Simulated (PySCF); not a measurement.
Gas-phase reaction: 4 GeH2 + 3 C2H4 ⇌ 4 GeH3 + 2 C3H4 (allene)

Energies from PySCF, thermal terms from the rigid-rotor harmonic-oscillator model, ideal gas at 1 bar. † marks an energy on the PBE0/def2-TZVP geometry and frequencies. CCSD(T) freezes the core. Open shells (unrestricted): GeH3 (multiplicity 2); the rest are closed-shell singlets. B3LYP is the form with VWN-RPA correlation. Ge: all electrons, no relativistic terms. GeH2, GeH3: computed as isolated molecules; such fragments, hydroxides, amides, oligomers or adducts are transient or little studied in the gas. CCSD(T) isn't extrapolated to the basis-set limit.

ωB97M-V/def2-TZVP† gives ΔH°(298 K) = 95 kJ.

What do B3LYP/def2-TZVP†, PBE/def2-TZVP†, CCSD(T)/def2-SVP† give?

B3LYP/def2-TZVP†: 105 kJ; PBE/def2-TZVP†: 47 kJ; CCSD(T)/def2-SVP†: 69 kJ. For scale, ΔH°(298 K) is 95 kJ at this level, 77 kJ at ωB97X-V/def2-TZVP†, and runs from -25 to 460 kJ over the 20 levels computed.
